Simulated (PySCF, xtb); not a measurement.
W(NH)(S)(SH)2 (H3NS3W), SMILES [NH]=[W](=[S])([SH])[SH], multiplicity 1. One conformer was computed; it need not be the lowest.

Harmonic wavenumbers (cm⁻¹) from GFN2-xTB (xtb) at its own minimum, in rising order: 93, 110, 124, 142, 171, 204, 236, 309, 317, 472, 506, 509, 551, 616, 927, 2305, 2368, 3338.

What does PySCF with B3LYP-D3(BJ)/def2-SVP give at its own minimum? (Estimate from the structure and the level; the computed values follow.)

114, 124, 134, 188, 221, 286, 329, 379, 380, 531, 565, 629, 647, 670, 995, 2645, 2656, 3589. Paired by order, the mean absolute difference is 99 cm⁻¹ and the zero-point energies are 19.0 and 21.6 kcal/mol.
